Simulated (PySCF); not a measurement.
All numbers come from PBE0/[B def2-TZVP, Br def2-TZVP], no relativity, density fitting, PySCF. Open shells, if any, are unrestricted.

Task: What shape and geometry does isolated singlet BBr₃ take (every ligand bound to B)?

Result: Counting electrons, boron keeps none of its valence electrons outside its bonds, so the VSEPR class is AX3 and the expected shape is trigonal planar (D3h), as computed. The lowest minimum found is a singlet of D3h symmetry with B–Br 1.897 Å (×3); Br–B–Br 120.0° (×3). Its harmonic wavenumbers are 152 (e'), 285 (a1'), 387 (a2''), 831 (e') cm⁻¹ and its dipole moment is 0.00 D.
